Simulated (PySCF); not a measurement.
**Electric properties by functional and basis**

C₃H₇BO₂.
Numbering: `[CH3:1][B:2]1[O:3][CH2:4][CH2:5][O:6]1` (hydrogens: H7, H8, H9 on C1; H10, H11 on C4; H12, H13 on C5)

PySCF, dipoles from the SCF density, polarisabilities from static response with core orbitals frozen. Geometry: PBE0-D3(BJ)/def2-SVP; no solvent, vibrations or thermal averaging.

The anisotropy is √(½[(α1 − α2)² + (α2 − α3)² + (α3 − α1)²]).

```csv
level,μ (D),α (au),anisotropy (au)
PBE0/def2-SVP,1.722,46.63,16.18
PBE0/6-31+G*,1.748,51.01,16.78
PBE0/aug-cc-pVDZ,1.567,55.59,18.90
PBE0/def2-TZVP,1.563,53.09,17.61
PBE0/def2-TZVPD,1.546,55.45,18.55
```

The dipole runs from 1.55 D (PBE0/def2-TZVPD) to 1.75 D (PBE0/6-31+G*). No reference polarisability is at hand; against PBE0 in the largest diffuse basis at hand (def2-TZVPD) the other PBE0 rows deviate by def2-SVP -16%, 6-31+G* -8%, aug-cc-pVDZ 0%, def2-TZVP -4%. With PBE0 the polarisability is 49.86 au without diffuse functions (mean of def2-SVP and def2-TZVP) and 54.02 au with them (mean of 6-31+G*, aug-cc-pVDZ and def2-TZVPD).

Without π bonds the low states are Rydberg-like; a valence basis with one diffuse set may place them up to an eV too high.
